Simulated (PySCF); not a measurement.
Isomers of C8H9OP.

All values: PBE0/pcSseg-1 (PySCF) at GFN2-xTB geometries, gas phase, one conformer each.

(1) Rank by the lowest IAO charge on any atom, highest value first.
A. `[CH2:1]=[CH:2][c:3]1[p:4][cH:5][o:6][c:7]1[CH:8]1[CH2:9][CH2:10]1` with C1–C2–C3–P4 5°, O6–C7–C8–C9 33°
B. `[CH3:1][c:2]1[cH:3][p:4][cH:5][c:6]([CH3:7])[c:8]1[CH:9]=[O:10]` with C6–C8–C9–O10 3°
C. `[CH3:1][C:2]#[C:3][P:4]([CH3:5])[c:6]1[cH:7][cH:8][o:9][cH:10]1` with C3–P4–C6–C7 57°
D. `[O:1]=[P@@H:2]1[CH2:3][CH2:4][c:5]2[cH:6][cH:7][cH:8][cH:9][c:10]21` with O1–P2–C3–C4 -154°, P2–C3–C4–C5 31°, C3–C4–C5–C6 158°, O1–P2–C10–C9 -37°
E. `[CH3:1][C:2](=[O:3])[c:4]1[cH:5][p:6][cH:7][cH:8][c:9]1[CH3:10]` with C1–C2–C4–C5 -48°
F. `CC#C[P@@]1(=O)C=CC(C)=C1`

(2) Rank by HOMO–LUMO gap, lowest first.
A. `[O:1]=[P@@H:2]1[CH2:3][C@@H:4]1[c:5]1[cH:6][cH:7][cH:8][cH:9][cH:10]1` with C3–C4–C5–C6 -39°
B. `[CH2:1]=[P:2][c:3]1[cH:4][cH:5][c:6]([O:7][CH3:8])[cH:9][cH:10]1` with C1–P2–C3–C4 43°, C5–C6–O7–C8 1°
C. `CC#C[P@@]1(=O)C=CC(C)=C1`
D. `[CH3:1][C:2]#[C:3][P:4]([CH3:5])[c:6]1[cH:7][cH:8][o:9][cH:10]1` with C3–P4–C6–C7 57°
E. `[CH:1]#[C:2][CH2:3][P@@:4](=[O:5])([C:6]#[C:7][CH3:8])[CH:9]=[CH2:10]` with C2–C3–P4–O5 178°, C3–P4–C9–C10 126°
F. `[CH3:1][C:2](=[O:3])[c:4]1[cH:5][p:6][cH:7][cH:8][c:9]1[CH3:10]` with C1–C2–C4–C5 -48°

(3) Rank by the highest IAO charge on any atom, highest value first.
A. `[O:1]=[P@@H:2]1[CH2:3][CH2:4][c:5]2[cH:6][cH:7][cH:8][cH:9][c:10]21` with O1–P2–C3–C4 -154°, P2–C3–C4–C5 31°, C3–C4–C5–C6 158°, O1–P2–C10–C9 -37°
B. `[CH3:1][c:2]1[cH:3][c:4]([CH3:5])[p:6][c:7]([CH:8]=[O:9])[cH:10]1` with P6–C7–C8–O9 0°
C. `[O:1]=[P@@H:2]1[CH2:3][C@@H:4]1[c:5]1[cH:6][cH:7][cH:8][cH:9][cH:10]1` with C3–C4–C5–C6 -39°
D. `[CH3:1][C:2]#[C:3][P:4]([CH3:5])[c:6]1[cH:7][cH:8][o:9][cH:10]1` with C3–P4–C6–C7 57°
E. `C(C)#C[P@@]1(=O)C=CC(C)=C1`
F. `[CH2:1]=[CH:2][c:3]1[p:4][cH:5][o:6][c:7]1[CH:8]1[CH2:9][CH2:10]1` with C1–C2–C3–P4 5°, O6–C7–C8–C9 33°

Answers

(1) A (-0.320 e), B (-0.428 e), E (-0.480 e), C (-0.604 e), F (-0.881 e), D (-0.909 e).

(2) B (4.81 eV), C (5.00 eV), F (5.34 eV), A (6.35 eV), D (6.54 eV), E (6.70 eV).

(3) E (+1.558 e), A (+1.411 e), C (+1.343 e), D (+0.598 e), B (+0.395 e), F (+0.281 e).

All values together:

| SMILES | μ (D) | HOMO (eV) | LUMO (eV) | lowest IAO charge (e) | highest IAO charge (e) | lowest Hirshfeld charge (e) | highest Hirshfeld charge (e) |
| --- | --- | --- | --- | --- | --- | --- | --- |
| C=Cc1pcoc1C1CC1 | 2.06 | -6.28 | -0.97 | -0.320 (C) | +0.281 (P) | -0.107 (C) | +0.074 (C) |
| Cc1cpcc(C)c1C=O | 1.91 | -7.34 | -2.53 | -0.428 (C) | +0.420 (P) | -0.206 (O) | +0.118 (P) |
| C#CC[P@@](=O)(C#CC)C=C | 4.00 | -7.49 | -0.78 | -0.906 (O) | +1.567 (P) | -0.389 (O) | +0.440 (P) |
| C=Pc1ccc(OC)cc1 | 2.82 | -6.42 | -1.61 | -0.576 (C) | +0.401 (P) | -0.162 (C) | +0.107 (P) |
| CC(=O)c1cccpc1C | 2.94 | -7.21 | -1.81 | -0.481 (C) | +0.387 (C) | -0.214 (O) | +0.173 (C) |
| O=[P@@H]1CCc2ccccc21 | 4.50 | -7.47 | -0.99 | -0.909 (O) | +1.411 (P) | -0.406 (O) | +0.401 (P) |
| O=[P@@H]1C[C@@H]1c1ccccc1 | 3.58 | -6.78 | -0.43 | -0.869 (O) | +1.343 (P) | -0.371 (O) | +0.398 (P) |
| CC(=O)c1cpccc1C | 1.82 | -7.12 | -1.78 | -0.480 (C) | +0.386 (C) | -0.215 (O) | +0.173 (C) |
| CC#CP(C)c1ccoc1 | 1.69 | -6.33 | 0.21 | -0.604 (C) | +0.598 (P) | -0.162 (C) | +0.183 (P) |
| Cc1cc(C)pc(C=O)c1 | 4.99 | -7.02 | -2.32 | -0.427 (C) | +0.395 (P) | -0.226 (O) | +0.113 (P) |
| CC#C[P@@]1(=O)C=CC(C)=C1 | 5.25 | -6.96 | -1.95 | -0.881 (O) | +1.558 (P) | -0.394 (O) | +0.421 (P) |
| C#Cc1pc(C)oc1CC | 1.95 | -6.43 | -0.79 | -0.431 (C) | +0.281 (P) | -0.123 (C) | +0.091 (H) |

Conformers: `[CH2:1]=[CH:2][c:3]1[p:4][cH:5][o:6][c:7]1[CH:8]1[CH2:9][CH2:10]1` with C1–C2–C3–P4 5°, O6–C7–C8–C9 33°; `[CH3:1][c:2]1[cH:3][p:4][cH:5][c:6]([CH3:7])[c:8]1[CH:9]=[O:10]` with C6–C8–C9–O10 3°; `[CH:1]#[C:2][CH2:3][P@@:4](=[O:5])([C:6]#[C:7][CH3:8])[CH:9]=[CH2:10]` with C2–C3–P4–O5 178°, C3–P4–C9–C10 126°; `[CH2:1]=[P:2][c:3]1[cH:4][cH:5][c:6]([O:7][CH3:8])[cH:9][cH:10]1` with C1–P2–C3–C4 43°, C5–C6–O7–C8 1°; `[CH3:1][C:2](=[O:3])[c:4]1[cH:5][cH:6][cH:7][p:8][c:9]1[CH3:10]` with C1–C2–C4–C5 -49°; `[O:1]=[P@@H:2]1[CH2:3][CH2:4][c:5]2[cH:6][cH:7][cH:8][cH:9][c:10]21` with O1–P2–C3–C4 -154°, P2–C3–C4–C5 31°, C3–C4–C5–C6 158°, O1–P2–C10–C9 -37°; `[O:1]=[P@@H:2]1[CH2:3][C@@H:4]1[c:5]1[cH:6][cH:7][cH:8][cH:9][cH:10]1` with C3–C4–C5–C6 -39°; `[CH3:1][C:2](=[O:3])[c:4]1[cH:5][p:6][cH:7][cH:8][c:9]1[CH3:10]` with C1–C2–C4–C5 -48°; `[CH3:1][C:2]#[C:3][P:4]([CH3:5])[c:6]1[cH:7][cH:8][o:9][cH:10]1` with C3–P4–C6–C7 57°; `[CH3:1][c:2]1[cH:3][c:4]([CH3:5])[p:6][c:7]([CH:8]=[O:9])[cH:10]1` with P6–C7–C8–O9 0°; `[CH:1]#[C:2][c:3]1[p:4][c:5]([CH3:6])[o:7][c:8]1[CH2:9][CH3:10]` with O7–C8–C9–C10 99°.
